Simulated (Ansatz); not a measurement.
Born–Oppenheimer molecular dynamics of C₂H₆OSi (10 atoms, charge 0, multiplicity 1). It goes on from the last frame of an earlier run, with new velocities.

These are results of Ansatz 0.2.0, RKS B3LYP-D4/6-31G, not measurements.

```yaml
ensemble: NVT, Nosé–Hoover chain
time_step: 0.25 fs
steps_asked: 400
set_temperature: 400 K
thermostat: time constant 100 fs, chain length 3 (defaults)
seed: 334360
```

First frame:

```xyz
10
Properties=species:S:1:pos:R:3
O -1.174 1.308 -1.302
Si -1.149 0.008 -0.032
C 0.548 -0.775 0.310
C 0.218 0.410 1.331
H -0.536 1.260 -2.001
H -2.553 -0.332 0.212
H 1.540 -0.717 -0.202
H 0.444 -1.646 0.957
H 0.100 0.152 2.383
H 0.840 1.283 1.276
```

**Question.** How far do the bonds stretch over the last three quarters of this one trajectory? (Pairs bonded in most of those frames.)

**Answer.** 
```
  bond  mean (Å)  spread (Å)  shortest  longest
O1–Si2     1.720       0.031      1.66     1.76
 O1–H5     0.970       0.021      0.93     1.01
Si2–C3     1.891       0.048      1.78     1.96
Si2–C4     1.888       0.052      1.81     1.98
Si2–H6     1.491       0.029      1.45     1.53
 C3–C4     1.597       0.047      1.51     1.68
 C3–H7     1.099       0.034      1.04     1.16
 C3–H8     1.093       0.013      1.07     1.12
 C4–H9     1.093       0.028      1.04     1.14
C4–H10     1.094       0.028      1.05     1.14
```

Mean temperature of the second half: 444 K. The conserved energy stayed within 0.03 meV per atom of its start (net change -0.01 meV per atom), so the integration is sound. The mean temperature of the second half is 11 % above the set value. A run of 0.1 ps of so small a system gives no equilibrium averages. Limits of this set-up: no polarisation functions.

Run time: 12 min on 1 thread of Arm Neoverse V1 (shared host), peak memory 0.097 GiB.
